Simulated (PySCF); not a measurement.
## Two-component Hartree-Fock for K⁻ (potassium, charge -1)

Start: [Ar] 4s2. Calculated with PySCF 2.14 in x2c-SVPall-2c with one added diffuse shell each of s, d type (6s5p3d, 36 functions): generalised Hartree-Fock with the X2C-1e Hamiltonian and a Gaussian nucleus; one run each with spin-orbit coupling (SO) switched off, then screened by Boettger's factors.

| spinor shell | electrons | ε, spin-free (eV) | ε, screened SO (eV) | weight of nominal j (screened SO) | rms radius, screened SO (bohr) |
| --- | --- | --- | --- | --- | --- |
| 1s1/2 | 2 | -3644.5 | -3644.5 | 1.000 | 0.0938 |
| 2s1/2 | 2 | -393.51 | -393.51 | 1.000 | 0.418 |
| 2p1/2 | 2 | -309.96 | -311.92 | 1.000 | 0.386 |
| 3s1/2 | 2 | -44.610 | -44.610 | 1.000 | 1.37 |
| 3p1/2 | 2 | -22.650 | -22.844 | 1.000 | 1.56 |
| 3p3/2 | 4 | -22.650 | -22.553 | 1.000 | 1.57 |
| 4s1/2 | 2 | -0.270 | -0.270 | 1.000 | 8.25 |

Problem. Where does 2p3/2 lie, and what is the 2p spin-orbit splitting (screened SO)?

Solution. At -308.98 eV, 2.938 eV above 2p1/2.

```json
{"quantity": "E (hartree)", "spin-free": "-601.37722", "screened SO": "-601.37823"}
{"quantity": "M_J", "spin-free": "0", "screened SO": "0"}
{"quantity": "⟨J²⟩", "spin-free": "0.000", "screened SO": "0.000"}
{"quantity": "⟨L²⟩", "spin-free": "0.000", "screened SO": "0.000"}
{"quantity": "⟨S²⟩", "spin-free": "0.000", "screened SO": "0.000"}
```

The basis lacks diffuse functions for the outer shell of this anion, so its levels lie too high.

Without spin-orbit coupling the j labels of p, d and f shells carry no meaning; the spin-free column gives the mean over the occupied spinors of each nl shell.
